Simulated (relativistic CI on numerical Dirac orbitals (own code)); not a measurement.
How well does a small relativistic CI reproduce Si5+?

Method of calculation: Dirac-Coulomb-Breit CI, orbitals from a KLI potential per configuration, model QED, valence Slater integrals scaled by 0.85, P86 correlation energy added to each configuration (own radial code, finite nucleus).

Configurations in the expansion (outside the closed core 1s2): 2s²2p⁵, 2s2p⁶, 2s²2p⁴3s, 2s²2p⁴3p, 2s²2p⁴3d, 2p⁶3s, 2p⁶3p, 2s²2p⁴4s, 2s2p⁵3s, 2s²2p⁴4p, 2s²2p⁴4d, 2p⁶3d, 2s²2p⁴4f, 2s2p⁵3p, 2s²2p³3s², 2s2p⁵3d. Levels of other configurations are missing.

| Configuration | Term (tabulated) | J | Measured (cm⁻¹) | Computed | Error | Purity (%) |
| --- | --- | --- | --- | --- | --- | --- |
| 2s²2p⁵ | 2P° | 3/2 | 0.0 | 0 | 0 | 100 |
| 2s²2p⁵ | 2P° | 1/2 | 5090.0 | 5058 | -32 | 100 |
| 2s2p⁶ | 2S † | 1/2 | 406497.0 | 423477 | 16980 | 99 |
| 2s²2p⁴3s | 4P | 5/2 | 990516.0 | 993983 | 3467 | 99 |
| 2s²2p⁴3s | 4P | 3/2 | 993640.0 | 997088 | 3448 | 98 |
| 2s²2p⁴3s | 4P | 1/2 | 995470.0 | 998904 | 3434 | 99 |
| 2s²2p⁴3s | 2P | 3/2 | 1005430.0 | 1008025 | 2595 | 97 |
| 2s²2p⁴3s | 2P | 1/2 | 1009118.0 | 1011683 | 2565 | 99 |
| 2s²2p⁴3s | 2D | 5/2 | 1041416.0 | 1039865 | -1551 | 99 |
| 2s²2p⁴3s | 2D | 3/2 | 1041472.0 | 1039928 | -1544 | 99 |
| 2s²2p⁴3s | 2S | 1/2 | 1094449.0 | 1083344 | -11105 | 97 |
| 2s²2p⁴3d | 4D | 5/2 | 1181649.0 | 1186259 | 4610 | 95 |
| 2s²2p⁴3d | 4D | 3/2 | 1182311.0 | 1186926 | 4615 | 96 |
| 2s²2p⁴3d | 4D | 1/2 | 1182894.0 | 1187534 | 4640 | 98 |
| 2s²2p⁴3d | 4F | 3/2 | 1194327.0 | 1197989 | 3662 | 96 |
| 2s²2p⁴3d | 2P | 1/2 | 1200710.0 | 1204055 | 3345 | 98 |
| 2s²2p⁴3d | 2D | 3/2 | 1201100.0 | 1205026 | 3926 | 68 |
| 2s²2p⁴3d | 2D | 5/2 | 1202960.0 | 1207279 | 4319 | 90 |
| 2s²2p⁴3d | 2P | 3/2 | 1204740.0 | 1208282 | 3542 | 69 |
| 2s²2p⁴3d | 2S | 1/2 | 1239190.0 | 1238390 | -800 | 96 |
| 2s²2p⁴3d | 2P | 3/2 | 1241050.0 | 1240236 | -814 | 99 |
| 2s²2p⁴3d | 2P | 1/2 | 1242390.0 | 1241701 | -689 | 97 |
| 2s²2p⁴3d | 2D | 5/2 | 1243020.0 | 1242192 | -828 | 88 |
| 2s²2p⁴3d | 2D | 3/2 | 1243860.0 | 1243430 | -430 | 99 |
| 2s²2p⁴3d | 2D | 5/2 | 1291510.0 | 1280975 | -10535 | 97 |
| 2s²2p⁴3d | 2D | 3/2 | 1291790.0 | 1281383 | -10407 | 97 |
| 2s²2p⁴4s | 2P | 3/2 | 1329900.0 | 1331689 | 1789 | 77 |
| 2s²2p⁴4s | 2D | 5/2 | 1371820.0 | 1368781 | -3039 | 99 |
| 2s²2p⁴4d | 2P | 1/2 | 1402490.0 | 1405004 | 2514 | 94 |
| 2s²2p⁴4d | 2D | 5/2 | 1404870.0 | 1408073 | 3203 | 85 |
| 2s²2p⁴4d | 2D | 5/2 | 1444340.0 | 1442641 | -1699 | 95 |
| 2s²2p⁴4d | 2D | 3/2 | 1445010.0 | 1443246 | -1764 | 99 |

Measured levels from NIST levels in Kelleher and Podobedova, J. Phys. Chem. Ref. Data 37, 1285 (2008); pairs were made by configuration, J and term (by order where the table uses no LS term), so strongly mixed levels may be paired wrongly.

Mean error by configuration (cm⁻¹): 2s²2p⁵ -32; 2s²2p⁴3s 164; 2s²2p⁴3d 544; 2s²2p⁴4s -625; 2s²2p⁴4d 564. Over the excited levels the mean absolute error is 3364 cm⁻¹ (31 of the 32 excited levels that our extract of the source holds in range could be paired, and the others can miss by more), and the median relative error of those above 1,000 cm⁻¹ is 0.27 %. † marks terms whose computed intervals miss the measured ones by more than a factor of 2.5, or configurations far off the rest, from wrong mixing, a near crossing or a doubtful label or measurement; they are left out of the means.
